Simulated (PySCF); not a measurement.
C5H3OS (doublet state).
Z-matrix (Å and degrees, PBE0-D3(BJ)/def2-SVP geometry), rows numbered from 1:
```
O 
C   1  1.2150
C   2  1.4582  1  125.79
C   3  1.3282  2  132.48  1   179.73
S   4  1.7463  3  122.07  2    -0.01
C   5  1.7238  4  100.59  3     0.22
C   6  1.3522  5  127.04  4    -0.20
H   4  1.0958  3  123.95  2  -179.94
H   6  1.0941  5  112.32  4   179.88
H   7  1.0942  2  114.78  1     0.21
```

Identity: `O=c1[c]cscc1` [radical].

Method used: PySCF 2.14.0, UHF, IGLO-III on C O S, pcH-1 on H, non-relativistic, mean-field spin-orbit, GIAO. Geometry: PBE0-D3(BJ)/def2-SVP; no solvent, vibrations or thermal averaging.

Output of the driver script (its header reads UKS for Hartree–Fock too). Atoms in this output count from 0.

```
UKS, final grid
  cycle   1  E = -663.23983317  |g| = 6.24e-01
  cycle   2  E = -663.35492306  |g| = 5.46e-01
  cycle   3  E = -663.47021454  |g| = 8.55e-02
  cycle   4  E = -663.48010679  |g| = 3.62e-02
  ...
  cycle  22  E = -663.48763782  |g| = 1.75e-03
  cycle  23  E = -663.48751248  |g| = 1.70e-03
  cycle  24  E = -663.48748477  |g| = 1.69e-03
  cycle  25  E = -663.48741520  |g| = 1.69e-03
  cycle  26  E = -663.48747745  |g| = 1.70e-03
  cycle  27  E = -663.48720029  |g| = 2.25e-03
  cycle  28  E = -663.48781998  |g| = 3.42e-03
  cycle  29  E = -663.48639793  |g| = 2.73e-02
  cycle  30  E = -663.48809166  |g| = 4.58e-03
  cycle  31  E = -663.48784940  |g| = 2.57e-03
  cycle  32  E = -663.48787363  |g| = 2.80e-03
  cycle  33  E = -663.48813612  |g| = 5.87e-03
  cycle  34  E = -663.48814491  |g| = 6.71e-03
  cycle  35  E = -663.48724703  |g| = 2.01e-03
  cycle  36  E = -663.48688168  |g| = 3.95e-03
  cycle  37  E = -663.48804222  |g| = 3.52e-03
  cycle  38  E = -663.48818614  |g| = 7.38e-03
  cycle  39  E = -663.48793968  |g| = 2.85e-03
  cycle  40  E = -663.48790012  |g| = 1.85e-03
  cycle  41  E = -663.48818276  |g| = 4.47e-03
  cycle  42  E = -663.48822108  |g| = 4.59e-03
  cycle  43  E = -663.48823464  |g| = 3.28e-03
  cycle  44  E = -663.48821645  |g| = 3.57e-03
  cycle  45  E = -663.48815534  |g| = 1.73e-03
  cycle  46  E = -663.48825012  |g| = 3.07e-04
  cycle  47  E = -663.48823984  |g| = 8.29e-04
  cycle  48  E = -663.48825056  |g| = 1.64e-04
  cycle  49  E = -663.48825069  |g| = 8.12e-05
  cycle  50  E = -663.48824975  |g| = 2.25e-04
  cycle  51  E = -663.48825075  |g| = 2.62e-05
  cycle  52  E = -663.48825075  |g| = 1.91e-05
E = -663.48825075 Eh   <S^2> = 1.1985 (exact 0.7500)
g shifts (ppm)      1          2          3
  rmc          -213       -213       -213
  gc             30        -10         15
  oz_so        -613       1847       2482
  total        -796       1624       2284
hyperfine (MHz)  atom isotope    a_iso     a_fc   dipolar eigenvalues
    0   17O     -62.32     -61.91   -101.67     48.22     53.45
    1   13C    -111.82    -111.94    -42.42     14.94     27.48
    2   13C     537.38     537.76   -108.28      2.65    105.63
    3   13C    -123.80    -123.73    -77.68     27.69     49.99
    4   33S       1.01       0.84    -34.36      0.82     33.55
    5   13C     -69.58     -69.53    -46.74     21.40     25.35
    6   13C      96.81      96.89    -24.59    -12.98     37.57
    7    1H     131.85     131.90    -21.85     -3.29     25.14
    8    1H      44.21      44.23    -10.99     -0.88     11.87
    9    1H     -19.56     -19.56    -11.57     -2.78     14.35
```

Q: Find the weak point of this converged calculation.

A: ⟨S²⟩ = 1.199 is 60 % above the exact 0.750: the determinant holds components of higher spin, so its spin density, and the couplings taken from it, aren't those of a pure doublet state. Most negative Mulliken spin populations: C4 (-0.69), C2 (-0.37) and C6 (-0.37), with atoms counted from 1. At the same geometry and basis B3LYP gives ⟨S²⟩ = 0.759, g_iso = 2.0023 (here 2.0034) and a(13C, atom 2 as the log counts) = 325.7 MHz (here 537.4, class means).

On one thread, x86-64 server, shared host, this took 1.8 min.
